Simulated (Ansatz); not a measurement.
Geometry optimisation, RKS PBE/def2-SVP in Ansatz.

Input:

```yaml
crystal:
  periodic: [false, false, false]
  atoms:
    - { symbol: Zn, position_ang: [-1.525311, -0.632843, 0.106854] }
    - { symbol: O, position_ang: [-0.668786, -0.724121, 1.746019] }
    - { symbol: O, position_ang: [-2.466177, -0.487701, -1.39583] }
    - { symbol: H, position_ang: [1.072203, 0.738971, -1.331327] }
    - { symbol: F, position_ang: [0.346504, 0.776343, -1.897051] }
    - { symbol: H, position_ang: [1.349141, 0.104587, 1.161164] }
    - { symbol: O, position_ang: [2.080952, 0.534844, 0.674187] }
    - { symbol: H, position_ang: [-0.420887, -1.653186, 1.921393] }
    - { symbol: H, position_ang: [-1.858465, -0.086733, -2.052362] }
    - { symbol: H, position_ang: [2.090924, 1.429839, 1.067053] }
basis:
  gaussian: { orbitals: def2-SVP }
hamiltonian:
  xc: pbe
relax:
  f_tol: 0.03
  max_steps: 50
```

Run as:

```bash
$ ansatz run input.yaml --threads 2 --pin off --max-ram 3072MiB --backend cpu --events-out ev --progress --plain --runs-dir out
```

**Question.** Where does it end, and by what steps?

**Answer.** The forces met the threshold. After 20 steps the energy has fallen by 1.352 eV; H4 moved furthest, 1.23 Å. Parted: H4–F5, H6–O7. Joined: Zn1–F5, O2–H6, H4–O7.

```csv
step,energy less start (eV),largest force component (eV/Å),accepted
0,0.0000,1.180,yes
1,-0.2603,0.886,yes
2,-0.5321,0.628,yes
3,-0.7730,0.826,yes
4,-0.9310,0.857,yes
5,-1.0152,0.477,yes
6,-1.0575,0.420,yes
7,-1.0816,0.540,yes
8,-1.1165,0.520,yes
9,-1.1425,0.489,yes
10,-1.1960,0.614,yes
11,-1.2292,1.346,yes
12,-1.2270,0.903,no
13,-1.3174,0.710,yes
14,-1.3340,0.278,yes
15,-1.2980,0.470,no
16,-1.3483,0.106,yes
17,-1.3490,0.084,yes
18,-1.3487,0.035,no
19,-1.3515,0.050,yes
20,-1.3518,0.013,yes
```

```xyz
10
Properties=species:S:1:pos:R:3
Zn -0.989 -0.031 -0.759
O -0.315 -0.383 1.146
O -2.574 -0.805 -1.148
H 1.612 0.668 -0.233
F 0.497 0.943 -1.278
H 0.694 -0.139 1.127
O 2.054 0.394 0.643
H -0.405 -1.287 1.497
H -2.817 -0.609 -2.071
H 2.243 1.248 1.076
```

Whether the end is a true minimum wasn't checked by a vibrational analysis.

Time of the run: 39 s on 2 threads of Intel(R) Xeon(R) Platinum 8375C CPU @ 2.90GHz (Ice Lake), with other jobs on the host, peak memory 0.18 GiB.
